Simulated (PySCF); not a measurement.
# Os²⁺ (osmium, charge +2) across methods

[Xe] 4f14 5d6, high-spin 5D determinant. Computed with PySCF 2.14 in aug-cc-pVTZ-PP with one added diffuse shell each of s, p, d, f, g type with ECP60MDF (7s7p6d4f3g, 113 functions), with a scalar-relativistic core potential.

| method | E (hartree) | mean ε 5p β (eV) | mean ε 5d α (eV) | mean ε 5d β (eV) | Σ⟨r²⟩ (bohr²) | ⟨S²⟩ |
| --- | --- | --- | --- | --- | --- | --- |
| UHF | -89.24238 | -75.139 | -29.813 | -26.071 | 31.73 | 6.005 |
| PW91 | -89.9081 | -66.367 | -24.177 | -21.678 | 32.16 | 6.001 |
| M06-L | -89.9075 | -66.642 | -24.002 | -21.527 | 31.52 | 6.004 |
| M06-2X | -89.7363 | -71.193 | -27.233 | -24.763 | 32.00 | 6.002 |
| PBE | -89.8678 | -66.271 | -24.115 | -21.602 | 32.15 | 6.001 |
| LDA | -89.6400 | -66.340 | -24.223 | -21.669 | 32.39 | 6.001 |
| PBE0 | -89.8451 | -68.794 | -25.720 | -22.975 | 31.94 | 6.002 |

Problem. Estimate the same row for r2SCAN.

Solution. E (hartree) = -89.8866; mean ε 5p β (eV) = -67.045; mean ε 5d α (eV) = -24.460; mean ε 5d β (eV) = -21.618; Σ⟨r²⟩ (bohr²) = 31.88; ⟨S²⟩ = 6.003.

Energies and moments cover only the electrons outside the core potential. Spin-orbit coupling, absent here, splits the open shell strongly.
